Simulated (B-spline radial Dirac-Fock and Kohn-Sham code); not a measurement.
## Subshell photoionisation cross sections of Dy against photon energy

System: the free dysprosium atom, configuration 1s2 2s2 2p6 3s2 3p6 3d10 4s2 4p6 4d10 4f10 5s2 5p6 6s2.

Level of theory: independent-particle photoionisation in a Dirac-Hartree-Slater potential with a Latter tail, all multipoles, thresholds from Dirac-Fock ΔSCF; a radial atomic solver. Values are in kb per electron; a dash marks an energy below the computed threshold. Values for outer subshells far above threshold carry numerical ripple of a few per cent.

```csv
hν (eV),2s,3p1/2,3d3/2,4s,4p1/2
400,–,–,–,–,37.7
600,–,–,–,37.0,33.7
800,–,–,–,26.8,27.4
1000,–,–,–,19.9,21.7
1253.6,–,–,–,14.4,16.5
1486.9,–,–,124,11.1,13.1
2000,–,30.0,58.8,6.87,8.28
2984.4,–,17.2,19.4,3.48,4.15
4000,–,10.4,8.06,2.04,2.36
5414.7,–,5.70,3.10,1.16,1.26
6000,–,4.60,2.22,0.952,1.02
8047.8,–,2.41,0.828,0.540,0.527
9251.7,6.53,1.74,0.511,0.408,0.380
12000,4.14,0.919,0.203,0.239,0.201
15000,2.72,0.521,0.0905,0.150,0.115
17479.3,2.01,0.349,0.0513,0.109,0.0769
22162.9,1.23,0.183,0.0208,0.0648,0.0406
30000,0.639,0.0780,0.00648,0.0327,0.0174
40000,0.331,0.0338,0.00210,0.0167,0.00759
59318.2,0.129,0.0104,0.000435,0.00645,0.00235
80000,0.0609,0.00415,0.000131,0.00305,0.000944
100000,0.0343,0.00208,5.40e-05,0.00172,0.000475
150000,0.0119,0.000594,1.10e-05,0.000597,0.000136
200000,0.00553,0.000246,3.63e-06,0.000279,5.67e-05
```

At 200000 eV the multipoles beyond E1 give 38.8 % of 2s, 55.5 % of 3p1/2, 73.8 % of 3d3/2, 39.2 % of 4s, 55.4 % of 4p1/2.
